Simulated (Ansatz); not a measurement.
Z-matrix (Å, degrees):
```
Si
N 1 1.708
Cl 1 2.066 2 112.4
H 1 1.481 2 111.9 3 118.1
H 1 1.479 2 108.1 3 -118.0
Al 2 1.790 1 128.6 3 103.5
H 2 1.013 1 114.8 3 -72.5
H 6 1.579 2 117.4 1 2.6
H 6 1.581 2 117.3 1 -178.1
```

Total charge 0; spin multiplicity 1.

(1) List the PBE/def2-TZVPP orbital energies in eV (Ansatz 0.2.0). (An estimate is asked.)

Answers

(1) Ansatz gave: Occupied: -2738.69, -1780.58, -1506.70, -380.33, -249.27, -189.96, -189.81, -189.80, -138.20, -107.00, -94.99, -94.92, -94.90, -69.11, -68.89, -68.86, -21.02, -20.16, -13.36, -11.64, -10.33, -9.51, -9.07, -8.54, -7.71, -7.48, -7.31, -6.98. Lowest empty: -1.93, -0.74, -0.09, 0.12, 0.74, 0.96, 1.18, 1.46.
